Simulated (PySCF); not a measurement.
**How methods differ on the ionisation energy of Bi(68+)**

Bi(68+) [Ne] 3s2 3p3 [3p1/2^2 3p3/2^1, M_J = 3/2] → Bi(69+) [Ne] 3s2 3p2 [3p1/2^2, M_J = 0], as a difference of total energies. Calculation: PySCF 2.14, in an uncontracted even-tempered set (17 s from 24 bohr⁻², ratio 2.4; 14 p from 31 bohr⁻², ratio 2.4; 4 d from 110 bohr⁻², ratio 2.6; 4 f from 160 bohr⁻², ratio 2.6); the two-component X2C-1e Hamiltonian. Correlated levels: 1s2 frozen; the 46 highest virtual spinors dropped. "Screened" scales the spin-orbit matrix elements by Boettger's factors to mimic the two-electron term; Breit and QED terms are absent.

```json
{"method": "GHF (spin-free)", "ionisation energy (eV)": "8217.3"}
{"method": "GMP2 (spin-free)", "ionisation energy (eV)": "8217.9"}
{"method": "GHF (screened spin-orbit)", "ionisation energy (eV)": "8019.1"}
{"method": "GMP2 (screened spin-orbit)", "ionisation energy (eV)": "8019.7"}
```

Breit and QED terms and the two-electron picture change are absent.

The spin-free rows relax to the high-spin LS determinant and lack the spin-orbit shift.

The labels give the starting determinants; with spin-orbit coupling the two ends relaxed to ⟨J²⟩ = 3.75, ⟨L²⟩ = 2.65, ⟨S²⟩ = 1.50 and ⟨J²⟩ = 0.00, ⟨L²⟩ = 1.36, ⟨S²⟩ = 1.36.

For comparison: 8010 ± 50 eV (theoretical estimate listed by NIST; NIST Atomic Spectra Database, ionization energies).
